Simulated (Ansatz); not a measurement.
Total energies of B6P6H22, a cluster cut from zinc blende BP (hydrogen-capped) from Ansatz at PBE0-D4/def2-SVP, gas phase (1 Eh = 27.2114 eV = 2625.5 kJ/mol). The reference geometry is relaxed at r2SCAN-D4/def2-SVP.

```xyz
34

B     0.1459    2.8325   -2.0901
B    -1.7312    0.7105    1.6950
B     0.7929   -0.1719   -3.4296
B    -1.0955   -2.2438    0.3805
B     0.8985    0.2491   -0.1270
B    -0.7883   -1.8069    3.6784
P     0.8314    1.7704   -3.5722
P    -0.9577   -0.2977    0.2041
P     0.9798    2.1715   -0.4610
P    -0.8271    0.1053    3.3095
P     1.5867   -0.6496   -1.7185
P    -0.2201   -2.7183    2.0535
H    -1.0373    2.5593   -1.9928
H     0.3826    4.0132   -2.2473
H    -2.8920    0.3592    1.8086
H    -1.5909    1.9125    1.5522
H    -0.3818   -0.4851   -3.3505
H     1.3963   -0.6933   -4.3454
H    -2.2741   -2.5131    0.5303
H    -0.5717   -2.8232   -0.5546
H     1.5813   -0.0352    0.8403
H    -1.9533   -2.1285    3.8387
H    -0.0590   -2.0669    4.6155
H     0.1407    2.1467   -4.7498
H     2.1386    2.2070   -3.9198
H    -1.6942    0.0598   -0.9555
H     0.4414    2.8469    0.6597
H     2.3352    2.5918   -0.3760
H    -1.3978    0.7562    4.4319
H     0.4851    0.6481    3.3831
H     1.4938   -2.0478   -1.5221
H     2.9997   -0.4975   -1.7524
H    -0.3514   -4.1137    2.2656
H     1.1935   -2.6476    1.9176
```

| state | geometry | energy (Eh) |
| --- | --- | --- |
| charge 0 singlet | reference | -2208.88433 |
| charge 1 doublet | reference | -2208.55252 |
| charge -1 doublet | reference | -2208.86449 |
| free B atom (doublet) | – | -24.58932 |
| free P atom (quartet) | – | -341.02153 |
| free H atom (doublet) | – | -0.50029 |

Q: Work out the vertical ionisation energy to the doublet.

A: E(charge 1 doublet) − E(charge 0 singlet) = -2208.55252 − (-2208.88433) = 0.33181 Eh = 9.03 eV. For comparison, −ε of the highest occupied level is 7.56 eV at this level, 1.47 eV less.

Q: Work out the vertical electron affinity, to the doublet.

A: E(charge 0 singlet) − E(charge -1 doublet) = -2208.88433 − (-2208.86449) = -0.01984 Eh = -0.54 eV; negative, so the extra electron isn't bound. The basis lacks diffuse functions, which makes affinities too small.

Q: Give the fundamental gap IE − EA, the Mulliken electronegativity (IE + EA)/2 and the hardness (IE − EA)/2.

A: From the values in Eh: IE − EA = 0.33181 − (-0.01984) = 0.35165 Eh = 9.57 eV; (IE + EA)/2 = 4.24 eV; (IE − EA)/2 = 4.78 eV. The HOMO–LUMO gap of the same run is 6.90 eV, 2.67 eV smaller than the fundamental gap.

Q: What is the binding energy per atom against free atoms?

A: Atoms: 6 × (-24.58932) + 6 × (-341.02153) + 22 × (-0.50029) = -2204.67148 Eh. Binding: -2204.67148 − (-2208.88433) = 4.21285 Eh = 114.64 eV, or 3.37 eV for each of 34 atoms (no zero-point energy, no counterpoise term).

At PBE0-D4/def2-SVP the highest occupied level of the charge -1 doublet lies above zero (up to 1.87 eV). By energy differences it is unbound by 0.54 eV (vertical, against the charge 0 singlet, at PBE0-D4/def2-SVP) and held by the finite basis.
